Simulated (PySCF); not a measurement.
## Excited states of Zr²²⁺ (zirconium, charge +22)

Ground state [Ar], ¹S. Calculation: PySCF 2.14, in an uncontracted even-tempered set (20 s from 0.4 bohr⁻², ratio 2.5; 14 p from 0.512 bohr⁻², ratio 2.5; 6 d from 0.864 bohr⁻², ratio 2.7; 3 f from 25 bohr⁻², ratio 2.7); scalar relativity by spin-free X2C-1e. Vertical excitation energies in eV without spin-orbit coupling; excited terms of each kind are numbered among those the solver found. Frozen: [Ne].

| term | leading excitation | EOM-EE-CCSD |
| --- | --- | --- |
| 1 3P° | 3p → d | 113.40 |
| 1 3F° | 3p → d | 118.10 |
| 1 1D° | 3p → d | 125.24 |
| 1 3D° | 3p → d | 125.52 |
| 1 1F° | 3p → d | 125.82 |
| 1 1P° | 3p → d | 154.31 |
| 1 3D | 3s → d | 206.19 |
| 1 1D | 3s → d | 211.01 |

The spin-orbit splitting of the hole, absent here, rivals or exceeds the spacing of these terms, so the LS terms are model states.

The solver can miss terms. The 29 highest virtual orbitals were dropped.
